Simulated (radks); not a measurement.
The numbers below are computed, except where a source is named.
Problem. Mg3+, configuration [He] 2s2 2p5 (the NIST ground configuration). Level of theory: Dirac Kohn-Sham, PBE, spin-unpolarised, spherical densities, finite nucleus; open shells fill j = l - 1/2 first; Fermi nuclear charge, rms radius 3.057 fm (a radial shooting solver on a logarithmic mesh with Libxc functionals). Some entries of the table are withheld. Estimate them.

orbital  occ.  eigenvalue (eV)  <r> (bohr)
1s1/2       2        -1317.093      0.1306
2s1/2       2        -129.0218         (1)
2p1/2       2              (2)         (3)
2p3/2       3              (4)         (5)

Solution. 
(1) 2s1/2 <r> (bohr): 0.6714
(2) 2p1/2 eigenvalue (eV): -96.4141
(3) 2p1/2 <r> (bohr): 0.6404
(4) 2p3/2 eigenvalue (eV): -96.0907
(5) 2p3/2 <r> (bohr): 0.6423
